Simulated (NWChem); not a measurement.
Species: CH9NSi2; SMILES [Si@@H]([SiH3])(N)C

```xyz
13

C     -1.5413     1.3098     0.2532
Si     0.0414     0.5171    -0.4041
N      1.4278     1.3622     0.2751
Si     0.0132    -1.8009     0.0833
H     -1.5422     2.3979     0.0397
H     -1.6298     1.1711     1.3503
H     -2.4355     0.8536    -0.2180
H      0.1449     0.6867    -1.8988
H      1.5501     1.3022     1.2914
H      2.3321     1.1830    -0.1727
H      1.2635    -2.4766    -0.4250
H     -0.0225    -2.0066     1.5799
H     -1.1722    -2.5316    -0.5006
```
Atoms are numbered in this order, from 1.

Results from NWChem. Pople sets run with spherical d functions. Coordinates come from a PBE-D3(BJ)/def2-SVP optimisation. Not confirmed as a minimum by frequencies. Ions are spin-unrestricted doublets at the neutral geometry; other ion states weren't tried.

```json
[
 {"level": "B3LYP/6-31G*", "vertical ionisation energy, ΔSCF (eV)": "8.66", "−ε(HOMO) (eV)": "6.46", "ΔSCF minus −ε(HOMO) (eV)": "2.20"},
 {"level": "PBE/6-31G*", "vertical ionisation energy, ΔSCF (eV)": "8.40", "−ε(HOMO) (eV)": "5.40", "ΔSCF minus −ε(HOMO) (eV)": "3.00"},
 {"level": "PBE0/6-31G*", "vertical ionisation energy, ΔSCF (eV)": "?", "−ε(HOMO) (eV)": "?", "ΔSCF minus −ε(HOMO) (eV)": "?"},
 {"level": "M06-2X/6-31G*", "vertical ionisation energy, ΔSCF (eV)": "8.93", "−ε(HOMO) (eV)": "7.89", "ΔSCF minus −ε(HOMO) (eV)": "1.04"},
 {"level": "BHandHLYP/6-31G*", "vertical ionisation energy, ΔSCF (eV)": "8.81", "−ε(HOMO) (eV)": "7.89", "ΔSCF minus −ε(HOMO) (eV)": "0.92"}
]
```

**Question.** What belongs in the gaps?

**Answer.** 
- PBE0/6-31G*, vertical ionisation energy, ΔSCF (eV): 8.70
- PBE0/6-31G*, −ε(HOMO) (eV): 6.72
- PBE0/6-31G*, ΔSCF minus −ε(HOMO) (eV): 1.98
